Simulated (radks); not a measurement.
Values are calculated unless marked as measured or tabulated.
Task: Excited configurations of the potassium ion K17+: one electron is placed in a higher orbital outside 1s1. The ground configuration is [He]. Code: a radial shooting solver on a logarithmic mesh with Libxc functionals. Model: scalar-relativistic Kohn-Sham, r2SCAN, spin-polarised, spherical densities, finite nucleus; open shells are filled with parallel spins first; meta-GGA in the generalised Kohn-Sham scheme; Fermi nuclear charge, rms radius 3.4349 fm. Excitation = E - E(ground); binding = E(ion) - E, where the ion is the core of charge +18; n* = 18/sqrt(2 binding) in atomic units. These energies are relativistic, and a one-electron ion of charge +18 with no core already has n* below n in this formula (scalar-relativistic equation, point nucleus: 2s 1.995, 2p 1.997, 3s 2.993, 3d 2.999, 4d 3.998, 4f 3.999, 5f 4.999, 6s 5.992, 6p 5.995, 6d 5.998, 7p 6.995). The quantum defect is therefore taken as that value minus n*, so that it holds no relativistic shift of the bare ion.

outer orbital  excitation (eV)  binding (eV)     n*  quantum defect  eigenvalue (eV)  <r> (bohr)
2p                      3504.7        1109.8  1.993           0.004          -1077.5      0.2741
3s                      4113.2        501.42  2.965           0.028          -490.84      0.7328
3d                      4128.7        485.92  3.012          -0.013          -470.80      0.5850
4d                      4340.2        274.41  4.008          -0.010          -267.27       1.167
4f                      4341.3        273.28  4.016          -0.017          -264.30       1.004
5f                      4439.0        175.53  5.011          -0.013          -170.62       1.754
6s                      4490.4        124.21  5.957           0.035          -121.70       2.961
6p                      4491.2        123.41  5.977           0.019          -120.76       2.923
6d                      4492.3        122.25  6.005          -0.007          -119.49       2.833
7p                      4523.9        90.648  6.974           0.022          -88.737       4.002

Estimate the row for 2s.

Result: excitation (eV) 3476.8; binding (eV) 1137.8; n* 1.968; quantum defect 0.026; eigenvalue (eV) -1112.8; <r> (bohr) 0.3231. The Delta-SCF ionisation energy is 4614.6 eV (NIST Atomic Spectra Database: 4610.8 eV, theoretical). Self-interaction in the functional shifts the binding energies and quantum defects, so they are the method's values and not measured ones.
